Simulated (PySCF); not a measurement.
BF2, SMILES F[B+]F, charge +1. Geometry optimised at PBE0-D3(BJ)/def2-TZVP.

Question: Give the equilibrium geometry at PBE0-D3(BJ)/def2-TZVP (PySCF confirms it by a frequency run) as bond lengths and angles, and its point group. (The exact figures need the calculation; the answer reports its results.)

Answer: point group D∞h.
Atoms: B1 F2 F3. Bond lengths (Å): B1–F2 1.226, B1–F3 1.226. Angles (°): F2–B1–F3 180.0.
Charge +1, spin multiplicity 1.
